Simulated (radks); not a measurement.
Results of a calculation; reference values are marked as such.
Effect of the nuclear size on the praseodymium ion Pr2+, [Xe] 4f3. Code: a radial shooting solver on a logarithmic mesh with Libxc functionals. Model: Dirac Kohn-Sham, BLYP, spin-unpolarised, spherical densities, finite nucleus; open shells are shared between the two j in proportion to 2j + 1; Fermi nuclear charge, rms radius 4.8919 fm. The rms radius is varied about that value; shifts are against it.

| rms radius (fm) | total energy shift (eV) | density at nucleus (e/bohr^3) | 1s1/2 shift (meV) | 2s1/2 shift (meV) | 4p1/2 shift (meV) | 5s1/2 shift (meV) | 5p1/2 shift (meV) | 4f7/2 shift (meV) | 6s1/2 (empty) shift (meV) |
|---|---|---|---|---|---|---|---|---|---|
| 4.3342 | -2.50 | 4.281e+05 | -1040 | -128 | 0.237 | -1.00 | 0.050 | 0.130 | -0.160 |
| 4.5593 | -1.52 | 4.234e+05 | -631 | -77.9 | 0.144 | -0.608 | 0.030 | 0.079 | -0.097 |
| 4.8919 | 0 | 4.17e+05 | 0.000 | 0.000 | 0.000 | 0.000 | 0.000 | 0.000 | 0.000 |
| 5.1414 | 1.20 | 4.126e+05 | 496 | 61.3 | -0.113 | 0.478 | -0.024 | -0.062 | 0.076 |
| 5.8947 | 5.09 | 4.006e+05 | 2110 | 261 | -0.482 | 2.03 | -0.101 | -0.264 | 0.324 |

Slopes of the eigenvalues against <r^2> in GHz/fm^2, as finite differences over the two radii next to the reference (eigenvalue slopes, not the field-shift constants of lines): 1s1/2 48300, 2s1/2 5960, 4p1/2 -11.0, 5s1/2 46.5, 5p1/2 -2.31, 4f7/2 -6.04, 6s1/2 (empty) 7.42.
